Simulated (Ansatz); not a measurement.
A trace of molecular dynamics of AlBrFH₃ (6 atoms, charge 0, multiplicity 1).

All numbers below come from RHF/def2-SVP in Ansatz.

```
ensemble                      : NVE (velocity Verlet)
starting velocities drawn for : 300 K
seed                          : 7199
```

```csv
time (fs),T (K),potential energy less start (eV),conserved less start (meV/atom)
0,300,0.000,0.00
4,124,0.092,0.13
8,224,0.039,0.02
12,97,0.106,0.15
16,569,-0.140,-0.09
20,440,-0.072,0.02
24,456,-0.080,0.19
28,576,-0.143,-0.11
32,853,-0.286,0.04
36,1094,-0.416,-0.88
40,1233,-0.484,-0.23
44,1346,-0.546,-0.97
48,1440,-0.593,-0.53
52,1332,-0.539,-0.88
56,1331,-0.538,-0.72
60,1098,-0.418,-0.94
64,1069,-0.402,-0.69
68,947,-0.341,-1.10
72,979,-0.354,-0.48
76,1003,-0.371,-1.23
80,972,-0.348,-0.18
84,940,-0.337,-0.98
88,847,-0.282,0.11
92,735,-0.226,-0.23
96,672,-0.190,0.32
100,499,-0.099,0.70
```

Problem. Can this run be trusted? Judge the integration.

Solution. The conserved energy stayed within 1.4 meV per atom of its start (net change 0.7 meV per atom), so the integration is sound. The kinetic energy rose, since the run started high on the potential surface and went downhill. It ends in pieces (AlBrH2 + FH), so much of that is their flight and rotation, not heat. A run of 0.1 ps of so small a system gives no equilibrium averages. The orbitals stay closed-shell, which can raise the energy where a bond breaks towards radicals; this wasn't checked here. The time step was 0.5 fs.

The run took 3.2 min on 1 thread of Arm Neoverse V2, on a shared host, peak memory 0.14 GiB.
